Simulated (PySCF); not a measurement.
## Molecular orbitals of WN

r²SCANh at R = 1.638 Å; basis W x2c-TZVPPall, N x2c-TZVPPall; spin-free X2C with a Gaussian nucleus; PySCF 2.14. State: quartet, unpaired electrons σ ↑, δ ↑↑, a mixture of terms (⟨Lz²⟩ = 3.6). Only the outer orbitals are listed, counted within each symmetry.

| spin | orbital | occ. | ε (eV) | on W (%) | main shells (%) |
| --- | --- | --- | --- | --- | --- |
| α | 8π | 1 | -8.01 | 57 | 51 W d, 42 N p |
| α | 8π | 1 | -8.01 | 57 | 51 W d, 42 N p |
| α | 15σ | 1 | -7.98 | 44 | 42 W d, 40 N p, 15 N s |
| α | 16σ | 1 | -6.45 | 89 | 78 W s, 10 N p |
| α | 4δ | 1 | -5.95 | 100 | 100 W d |
| α | 4δ | 1 | -5.85 | 100 | 100 W d |
| α | 9π | 0 | -2.28 | 82 | 58 W p, 24 W d, 18 N p |
| α | 9π | 0 | -2.28 | 82 | 58 W p, 24 W d, 18 N p |
| α | 17σ | 0 | -1.18 | 79 | 45 W p, 25 W d, 21 N p |
| β | 8π | 1 | -7.86 | 41 | 58 N p, 31 W d, 8 W f |
| β | 8π | 1 | -7.86 | 41 | 58 N p, 31 W d, 8 W f |
| β | 15σ | 1 | -7.85 | 29 | 57 N p, 25 W d, 14 N s |
| β | 16σ | 0 | -2.68 | 97 | 79 W s, 10 W d |
| β | 4δ | 0 | -1.42 | 100 | 100 W d |
| β | 4δ | 0 | -1.41 | 100 | 100 W d |

Problem. Which are the highest filled and the lowest empty level, where do they sit, and how wide is the gap?

Solution. Highest filled α 4δ at -5.85 eV (in %: 100 W d); lowest empty β 16σ at -2.68 eV (in %: 79 W s, 10 W d); the gap at r²SCANh is 3.17 eV.

The bond order (Mayer) is 3.13 and the ⟨S²⟩ is 3.836. The charge on W (Mulliken, basis-dependent) is 0.34. The charge on W (Löwdin, basis-dependent) is 0.17 and the dipole moment (positive dipole means W(−)N(+)) is -3.98 D.

Spin–orbit coupling is left out. The state is the lowest single determinant that the PBE0 search found; with open d or f shells the true ground state can be another one.
